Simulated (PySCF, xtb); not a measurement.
C3H9B. Atoms are numbered in the order given.

```xyz
13

B      0.0006     0.0108     0.0113
C      1.5163    -0.1448    -0.3905
H      1.9492    -1.1191    -0.1088
H      2.0647     0.6084     0.2126
H      1.7444     0.0695    -1.4466
C     -0.5469    -0.6908     1.3119
H     -1.1072    -1.5853     0.9697
H     -1.2814    -0.0772     1.8599
H      0.2268    -1.0484     2.0094
C     -0.9684     0.8403    -0.9157
H     -1.9333     1.1179    -0.4638
H     -1.1874     0.2070    -1.7991
H     -0.4848     1.7444    -1.3245
```
Charge 0, spin multiplicity 1.

Coordinates come from a B3LYP-D3(BJ)/def2-SVP optimisation. The isomer is the one that the SMILES or the coordinates give; other isomers of the formula were not compared.

Computed with IEF-PCM-ωB97X/def2-SVP run with PySCF.

The values are the electrostatic part of the solvation free energy, E(continuum) − E(gas) at the gas-phase geometry, in a cavity of scaled van der Waals radii (PySCF's table); cavitation and dispersion terms are not included. In vacuum the orbital gap is 13.19 eV. The dipole moment in vacuum is 0.08 D.

```
solvent         ε  ΔG(elec) (kcal/mol)  dipole (D)  gap (eV)
----------  -----  -------------------  ----------  --------
water       78.36                 -0.7        0.11     13.22
chloroform   4.71                 -0.5        0.10     13.21
benzene      2.27                 -0.3        0.09     13.21
```

For comparison, GFN2-xTB/ALPB(water) (xtb, at the GFN2-xTB geometry, all terms of that model) gives -0.3 kcal/mol.
